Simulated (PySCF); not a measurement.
Species: C₅H₁₀F₃NSi.
SMILES with atom numbers: `[CH3:1][C@@H:2]1[CH2:3][C@@H:4]([C:5]([F:6])([F:7])[F:8])[NH:9][SiH2:10]1`

Structure used (GFN2-xTB), in Å, numbered top down from 1:
```xyz
20
C5H10F3NSi angstrom
C     -2.383    0.568   -0.472
C     -0.975    0.395    0.080
C      0.042    0.163   -1.044
C      1.251   -0.588   -0.481
C      2.234    0.364    0.210
F      3.297   -0.306    0.694
F      1.707    1.023    1.249
F      2.725    1.293   -0.627
N      0.748   -1.565    0.441
Si    -0.709   -1.097    1.240
H     -2.425    1.402   -1.173
H     -3.083    0.766    0.336
H     -2.708   -0.331   -0.991
H     -0.711    1.315    0.609
H     -0.412   -0.476   -1.803
H      0.353    1.093   -1.523
H      1.832   -1.065   -1.283
H      1.447   -2.174    0.832
H     -0.569   -0.687    2.637
H     -1.665   -2.190    1.067
```

Definitions: NICS(0) = −σiso at the ring centroid; NICS(1) = −σiso and NICS(1)zz = −σzz at ±1 Å along the ring normal z. Level: GIAO PBE0/pcSseg-1 (PySCF, non-relativistic, gas phase) on the GFN2-xTB geometry, one conformer.

Ring bond lengths (Å), with Mayer bond orders in brackets: C2–C3 1.533 (0.97), C3–C4 1.530 (1.02), C4–N9 1.434 (0.98), N9–Si10 1.727 (0.97), Si10–C2 1.909 (0.88).

Q: Give the NICS values of each ring in ppm.

A: 
```
            ring                                                    type  NICS(0)  NICS(1), two faces  NICS(1)zz, two faces  rms pucker (Å)  centre to ring atoms, mean (Å)
C2–C3–C4–N9–Si10  5-membered ring with N and Si; formal bonds all single     -6.6         -3.5 / -3.6           -8.0 / -3.5            0.15                            1.36
```

Q: What do they say, and how far can they be read as aromaticity?

A: 
- C2–C3–C4–N9–Si10: mean NICS(1)zz -5.7 ppm, shielded. C2, C3, C4, Si10 have four or more neighbours; no verdict on aromaticity is drawn. The two faces differ by 4.5 ppm, so no symmetry operation interchanges them.
